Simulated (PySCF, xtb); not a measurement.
CH7GeNSi2, SMILES [SiH3][C]1[GeH2][SiH2]N=1.

Harmonic wavenumbers (cm⁻¹) from xtb 6.7.1 with GFN2-xTB at its own minimum, in rising order: 67, 107, 127, 167, 257, 281, 335, 367, 397, 415, 471, 515, 530, 606, 618, 738, 762, 767, 779, 814, 848, 930, 1539, 1670, 1785, 2233, 2233, 2275, 2279, 2297.

Problem. What does PBE-D3(BJ)/def2-SVP in PySCF give at its own minimum? (The exact figures need the calculation; the answer reports its results.)

Solution. 53, 97, 129, 203, 300, 333, 342, 360, 474, 522, 535, 591, 644, 661, 683, 766, 794, 857, 888, 898, 903, 912, 1544, 2014, 2041, 2144, 2153, 2160, 2162, 2183. Paired by order, the mean absolute difference is 76 cm⁻¹ and the zero-point energies are 38.9 and 40.5 kcal/mol.
